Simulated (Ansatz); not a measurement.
`C=[C]1C[CH2][Zn]1`. Charge 0, multiplicity 1. The structure was optimised at the PBE0-D4/def2-TZVP level.

```xyz
11

C    -1.211   -1.649   -0.400
C    -0.817   -0.443   -0.031
C     0.629    0.113   -0.092
C     0.755    1.547    0.465
Zn   -1.237    1.342    0.729
H    -0.523   -2.396   -0.799
H    -2.250   -1.952   -0.322
H     0.948    0.093   -1.139
H     1.272   -0.566    0.477
H     1.350    1.625    1.373
H     1.083    2.286   -0.262
```

**Question.** What is the dipole moment at r2SCAN/def2-TZVPP? (An estimate is asked.)

**Answer.** Computed: 0.74 D, with components (-0.37, 0.58, 0.28) D in this frame, pointing from negative to positive charge.

**Question.** And with PBE, B3LYP, ωB97M-V? (Best estimate.)

**Answer.** Computed: PBE 0.64 D, B3LYP 1.00 D, ωB97M-V 1.47 D.

**Question.** Give the Mulliken charges with r2SCAN, B3LYP, ωB97M-V in def2-TZVPP. (Best estimate.)

**Answer.** Computed: 
```csv
atom,r2SCAN,B3LYP,ωB97M-V
C1,-0.18,-0.20,-0.21
C2,-0.09,-0.03,-0.09
C3,0.08,-0.07,-0.11
C4,-0.30,-0.30,-0.38
Zn5,0.15,0.11,0.21
H6,0.06,0.08,0.09
H7,0.09,0.11,0.11
H8,0.04,0.07,0.09
H9,0.04,0.07,0.09
H10,0.06,0.08,0.10
H11,0.06,0.08,0.10
```

B3LYP here is the variant with VWN-RPA as its local correlation; programs differ in this.
